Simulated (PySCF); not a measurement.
Ga(OH)(SeH)2 (GaH₃OSe₂), SMILES [SeH][Ga]([SeH])[OH]. The structure is a stationary point at PBE-D3(BJ)/def2-SVP. The values are those of a single conformer.

Computed equilibrium geometry at PBE-D3(BJ)/def2-SVP (PySCF confirms it by a frequency run) as bond lengths and angles, and its point group (one conformer of several):
point group Cs.
Atoms: Ga1 O2 H3 Se4 H5 Se6 H7. Bonded distances (Å): Ga1–O2 1.802, Ga1–Se4 2.350, Ga1–Se6 2.336, O2–H3 0.975, Se4–H5 1.485, Se6–H7 1.485. Bond angles (°): O2–Ga1–Se4 120.9, O2–Ga1–Se6 112.6, Se4–Ga1–Se6 126.6, Ga1–O2–H3 113.5, Ga1–Se4–H5 91.1, Ga1–Se6–H7 91.5.
